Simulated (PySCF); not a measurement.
PySCF input for Sn(H)(Cl)2(Me) (CH₄Cl₂Sn), SMILES [CH3][SnH]([Cl])[Cl], TDDFT-PBE/def2-SVPD. Geometry: r2SCAN-D4/def2-SVP. The structure was generated by enumeration; whether it is a known compound was not checked. The def2 effective core potentials stand for the cores of Sn; spin–orbit coupling is left out.

```python
import numpy as np
from pyscf import gto, scf, dft, tdscf

mol = gto.M(
    atom='''
    Sn   -0.33655033   -0.26622841    0.00000000
    C     0.78432924   -2.08346911    0.00000001
    Cl    0.33032328    0.97823182    1.88753155
    Cl    0.33032328    0.97823181   -1.88753156
    H    -2.04471193   -0.29501925    0.00000001
    H     0.54168984   -2.66406351    0.90099833
    H     0.54168984   -2.66406351   -0.90099830
    H     1.85188184   -1.82450031    0.00000001
    ''',
    basis='def2-SVPD',
    ecp={'Sn': 'def2-svp'},
    charge=0,
    spin=0,
    symmetry=True,
    max_memory=1600,
    verbose=4,
)
mf = dft.RKS(mol, xc='pbe').density_fit(auxbasis='def2-universal-jkfit')
mf.grids.level = 3
mf.conv_tol = 1e-9
mf.max_cycle = 100
mf.kernel()
mf.grids = dft.Grids(mol).set(level=1).build(with_non0tab=True)  # coarser grid for the response kernel
td = tdscf.TDDFT(mf)
td.singlet = True
td.nstates = 10
td.conv_tol = 1e-4
td.positive_eig_threshold = 1e-6
td.kernel(x0=td.get_init_guess(mf, 15))
td.analyze()
tt = tdscf.TDA(mf)
tt.singlet = False
tt.nstates = 4
tt.conv_tol = 1e-4
tt.positive_eig_threshold = 1e-6
tt.kernel(x0=tt.get_init_guess(mf, 9))
tt.analyze(verbose=3)
```

Output:

```
PySCF version 2.14.0

[INPUT] verbose = 4
[INPUT] num. atoms = 8
[INPUT] num. electrons = 66
[INPUT] charge = 0
[INPUT] spin (= nelec alpha-beta = 2S) = 0
[INPUT] symmetry True subgroup None
[INPUT] Mole.unit = angstrom
[INPUT] Symbol           X                Y                Z      unit          X                Y                Z       unit  Magmom
[INPUT]  1 Sn    -0.336550330000  -0.266228410000   0.000000000000 AA   -0.635987950832  -0.503098781478   0.000000000000 Bohr   0.0
[INPUT]  2 C      0.784329240000  -2.083469110000   0.000000010000 AA    1.482167455088  -3.937186006891   0.000000018897 Bohr   0.0
[INPUT]  3 Cl     0.330323280000   0.978231820000   1.887531550000 AA    0.624220531768   1.848590226135   3.566917680976 Bohr   0.0
[INPUT]  4 Cl     0.330323280000   0.978231810000  -1.887531560000 AA    0.624220531768   1.848590207238  -3.566917699873 Bohr   0.0
[INPUT]  5 H     -2.044711930000  -0.295019250000   0.000000010000 AA   -3.863945551331  -0.557505583975   0.000000018897 Bohr   0.0
[INPUT]  6 H      0.541689840000  -2.664063510000   0.900998330000 AA    1.023645442059  -5.034350412347   1.702640082390 Bohr   0.0
[INPUT]  7 H      0.541689840000  -2.664063510000  -0.900998300000 AA    1.023645442059  -5.034350412347  -1.702640025699 Bohr   0.0
[INPUT]  8 H      1.851881840000  -1.824500310000   0.000000010000 AA    3.499549492656  -3.447805900084   0.000000018897 Bohr   0.0

nuclear repulsion = 320.595317184321
point group symmetry = Cs
symmetry origin: [ 1.00517348e-09 -6.03104030e-10 -1.20620810e-09]
symmetry axis x: [ 1.00000000e+00  2.81883527e-09 -5.15011535e-11]
symmetry axis y: [ 2.81883527e-09 -1.00000000e+00 -1.66293757e-09]
symmetry axis z: [ 5.15011582e-11 -1.66293758e-09  1.00000000e+00]
num. orbitals of irrep A' = 83
num. orbitals of irrep A" = 55
number of shells = 58
number of NR pGTOs = 227
number of NR cGTOs = 138
basis = def2-SVPD
ecp = {'Sn': 'def2-svp'}


[settings echo left out]
init E= -1151.46621039669
HOMO (A") = -0.664555120282729  LUMO (A') = -0.587849447093889  gap/eV = 2.08727
cycle= 1 E= -1171.91977967015  delta_E= -20.5  |g|= 3.35  |ddm|= 11.1
HOMO (A') = 0.085651125510936  LUMO (A") = 0.0872435705363058  gap/eV = 0.04333
cycle= 2 E= -1119.79308263732  delta_E= 52.1  |g|= 9.06  |ddm|= 72.3
HOMO (A') = -0.441195337173717  LUMO (A') = -0.307176228886306  gap/eV = 3.64685
cycle= 3 E= -1174.10857330758  delta_E= -54.3  |g|= 1.34  |ddm|=   72
HOMO (A") = -0.212006666372131  LUMO (A') = -0.106480492345173  gap/eV = 2.87151
cycle= 4 E= -1174.10079804982  delta_E= 0.00778  |g|=  1.2  |ddm|= 3.81
HOMO (A') = -0.281245731898012  LUMO (A') = -0.106846643854929  gap/eV = 4.74564
cycle= 5 E= -1174.52267051419  delta_E= -0.422  |g|= 0.298  |ddm|= 1.73
HOMO (A') = -0.282861389644284  LUMO (A') = -0.0964430544312904  gap/eV = 5.07270
cycle= 6 E= -1174.538374881  delta_E= -0.0157  |g|= 0.195  |ddm|= 0.591
HOMO (A') = -0.270760797241201  LUMO (A') = -0.0884381737177115  gap/eV = 4.96125
cycle= 7 E= -1174.54848708912  delta_E= -0.0101  |g|= 0.0299  |ddm|= 0.237
HOMO (A') = -0.272397287743925  LUMO (A') = -0.0886608950765009  gap/eV = 4.99972
cycle= 8 E= -1174.54883513637  delta_E= -0.000348  |g|= 0.00865  |ddm|= 0.0672
HOMO (A') = -0.27188893650498  LUMO (A') = -0.0882681660491684  gap/eV = 4.99658
cycle= 9 E= -1174.5488619294  delta_E= -2.68e-05  |g|= 0.00184  |ddm|= 0.0131
HOMO (A') = -0.271936689564191  LUMO (A') = -0.0883112368942278  gap/eV = 4.99670
cycle= 10 E= -1174.54886302382  delta_E= -1.09e-06  |g|= 0.000305  |ddm|= 0.00288
HOMO (A') = -0.271936282651591  LUMO (A') = -0.0883033561964623  gap/eV = 4.99691
cycle= 11 E= -1174.54886305926  delta_E= -3.54e-08  |g|= 5.85e-05  |ddm|= 0.000573
HOMO (A') = -0.271936872306737  LUMO (A') = -0.0883040237092061  gap/eV = 4.99690
cycle= 12 E= -1174.54886306033  delta_E= -1.07e-09  |g|= 1.11e-05  |ddm|= 9.89e-05
HOMO (A') = -0.271937275258103  LUMO (A') = -0.0883048599041274  gap/eV = 4.99689
cycle= 13 E= -1174.54886306038  delta_E= -5.23e-11  |g|= 2.46e-06  |ddm|= 2.24e-05
HOMO (A') = -0.27193674485355  LUMO (A') = -0.0883042688696634  gap/eV = 4.99689
Extra cycle  E= -1174.54886306038  delta_E= 7.73e-12  |g|= 2.66e-06  |ddm|= 7.33e-06
converged SCF energy = -1174.54886306038
tot grids = 35728
Overwritten attributes  positive_eig_threshold  of <class 'pyscf.tdscf.rks.CasidaTDDFT'>


******** <class 'pyscf.tdscf.rks.CasidaTDDFT'> for <class 'pyscf.df.df_jk.DFSymAdaptedRKS'> ********
nstates = 10 singlet
deg_eia_thresh = 1.000e-03
wfnsym = None
conv_tol = 0.0001
eigh lindep = 1e-12
eigh level_shift = 0
eigh max_cycle = 100


Excitation energies (eV)
[5.28501614 5.40022712 5.4192804  5.56201965 6.16049808 6.36853161
 6.44734006 6.52117859 6.58678933 6.68290973]

** Singlet excitation energies and oscillator strengths **
Excited State   1:   A'      5.28502 eV    234.60 nm  f=0.0416
      33 -> 34       -0.69120
Excited State   2:   A"      5.40023 eV    229.59 nm  f=0.0243
      31 -> 34       -0.27821
      32 -> 34       -0.64064
Excited State   3:   A"      5.41928 eV    228.78 nm  f=0.0047
      31 -> 34       -0.64608
      32 -> 34        0.27529
Excited State   4:   A'      5.56202 eV    222.91 nm  f=0.0202
      30 -> 34       -0.69794
Excited State   5:   A"      6.16050 eV    201.26 nm  f=0.0000
      33 -> 35        0.70324
Excited State   6:   A'      6.36853 eV    194.68 nm  f=0.0106
      32 -> 35       -0.69339
Excited State   7:   A'      6.44734 eV    192.30 nm  f=0.0082
      29 -> 34        0.14595
      31 -> 35        0.63528
      33 -> 36       -0.25711
Excited State   8:   A'      6.52118 eV    190.13 nm  f=0.0166
      29 -> 34        0.28446
      31 -> 35       -0.29747
      33 -> 36       -0.56485
Excited State   9:   A"      6.58679 eV    188.23 nm  f=0.0016
      27 -> 34       -0.17457
      30 -> 35       -0.61932
      32 -> 36       -0.28392
Excited State  10:   A"      6.68291 eV    185.52 nm  f=0.0009
      27 -> 34        0.21430
      30 -> 35        0.19854
      31 -> 36        0.20058
      32 -> 36       -0.60894

** Transition electric dipole moments (AU) **
state          X           Y           Z        Dip. S.      Osc.
  1        -0.4534      0.3399     -0.0000      0.3211      0.0416
  2        -0.0000     -0.0000     -0.4285      0.1836      0.0243
  3         0.0000     -0.0000      0.1887      0.0356      0.0047
  4        -0.1771     -0.3421      0.0000      0.1484      0.0202
  5        -0.0000      0.0000      0.0106      0.0001      0.0000
  6         0.1394      0.2207      0.0000      0.0682      0.0106
  7         0.2247     -0.0383      0.0000      0.0519      0.0082
  8        -0.2382      0.2164     -0.0000      0.1036      0.0166
  9         0.0000     -0.0000     -0.0991      0.0098      0.0016
 10         0.0000     -0.0000      0.0739      0.0055      0.0009

WARN: ECP detected. Skipping calculation of transition velocity and magnetic dipole moments, which have not yet been implemented.

Overwritten attributes  positive_eig_threshold  of <class 'pyscf.tdscf.rks.TDA'>


******** <class 'pyscf.tdscf.rks.TDA'> for <class 'pyscf.df.df_jk.DFSymAdaptedRKS'> ********
nstates = 4 triplet
deg_eia_thresh = 1.000e-03
wfnsym = None
conv_tol = 0.0001
eigh lindep = 1e-12
eigh level_shift = 0
eigh max_cycle = 100


Excitation energies (eV)
[4.74879542 4.99658311 5.14392595 5.20283966]

** Triplet excitation energies and oscillator strengths **
Excited State   1:   A'      4.74880 eV    261.09 nm  f=0.0000
Excited State   2:   A"      4.99658 eV    248.14 nm  f=0.0000
Excited State   3:   A"      5.14393 eV    241.03 nm  f=0.0000
Excited State   4:   A'      5.20284 eV    238.30 nm  f=0.0000
```

The run converged.

Cost: very roughly 40 core-seconds.
